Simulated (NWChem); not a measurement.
## Basis-set convergence for H$_{6}$BP

```xyz
8

B     -0.8598     1.0967     0.0000
H     -0.5693     1.6866     1.0262
H     -0.5693     1.6866    -1.0262
H     -1.9683     0.5901     0.0000
P      0.3426    -0.4370     0.0000
H      1.7391    -0.1927     0.0000
H      0.2640    -1.3494    -1.0822
H      0.2640    -1.3494     1.0822
```
Charge 0, spin multiplicity 1.

Program: NWChem. Structure: optimised with B3LYP/def2-SVP, a minimum by its harmonic frequencies.

Quantity: vertical ionisation energy at the level ΔMP2 (Δ: difference of total energies, the cation a doublet at the parent's geometry with its hole in an orbital of symmetry a' (Cs labels); it is the state that the SCF runs reached, from PBE0 orbitals for Hartree-Fock references, and need not be the lowest).

The correlated methods keep 6 core orbitals frozen. The Pople sets run with spherical d functions. The structure started from a generated list of species. No SCF solution was tested for a lower state. Open-shell Hartree-Fock references start from PBE0 orbitals; any time given for them includes that run.

Relative cost: rough, from shared machines, SCF included, 6-31+G* = 1.

```tsv
basis	functions	vertical ionisation energy (eV)	relative cost
6-31+G*	52	10.86	1
pcseg-1	62	?	under 3
def2-SVP	62	?	under 3
def2-TZVP	104	11.17	4
pcseg-2	148	11.21	10
cc-pVTZ	148	?	10
```

Q: What belongs in the gaps?

A: 
- pcseg-1, vertical ionisation energy (eV): 11.03
- def2-SVP, vertical ionisation energy (eV): 11.05
- cc-pVTZ, vertical ionisation energy (eV): 11.23
